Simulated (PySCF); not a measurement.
CH8O3Si2.

```xyz
14

O     -0.3582     1.6106     0.9949
C     -0.5714     0.6061    -0.0062
Si    -2.1282    -0.3506     0.4926
Si     0.9637    -0.4511    -0.1813
O      2.1659     0.6947     0.0278
O      0.9351    -1.1213    -1.6995
H      0.5542     1.9215     0.8808
H     -0.7695     1.0475    -1.0114
H     -1.9148    -1.0240     1.8083
H     -2.4186    -1.3894    -0.5439
H     -3.2913     0.5771     0.6056
H      1.1463    -1.5230     0.8451
H      3.0202     0.4134     0.3729
H      1.4637    -1.9098    -1.8632
```

Geometry optimised at r2SCAN-D4/def2-SVP. The structure was generated by enumeration; whether it is a known compound was not checked. The values are those of a single conformer.

Calculation: PySCF with PBE/pcSseg-1. Non-relativistic, no solvent.

Computed absolute GIAO shielding of each atom: isotropic value and principal components (ppm):
| atom | σ(iso) | σ11 | σ22 | σ33 | span |
|---|---|---|---|---|---|
| O1 | 322.3 | 280.0 | 309.4 | 377.5 | 97.4 |
| C2 | 128.2 | 95.4 | 104.2 | 185.0 | 89.7 |
| Si3 | 406.9 | 368.1 | 398.0 | 454.5 | 86.5 |
| Si4 | 351.6 | 325.4 | 329.5 | 399.8 | 74.4 |
| O5 | 263.7 | 217.5 | 272.3 | 301.2 | 83.7 |
| O6 | 256.3 | 207.9 | 276.0 | 285.0 | 77.1 |
| H7 | 29.7 | 18.0 | 29.1 | 41.9 | 23.9 |
| H8 | 27.5 | 24.7 | 26.1 | 31.6 | 6.9 |
| H9 | 27.3 | 24.0 | 26.0 | 31.8 | 7.8 |
| H10 | 27.2 | 23.8 | 25.9 | 31.9 | 8.1 |
| H11 | 27.0 | 23.7 | 24.9 | 32.3 | 8.5 |
| H12 | 25.9 | 22.9 | 23.9 | 30.9 | 8.0 |
| H13 | 29.1 | 22.6 | 23.3 | 41.4 | 18.9 |
| H14 | 29.1 | 22.6 | 23.2 | 41.4 | 18.7 |
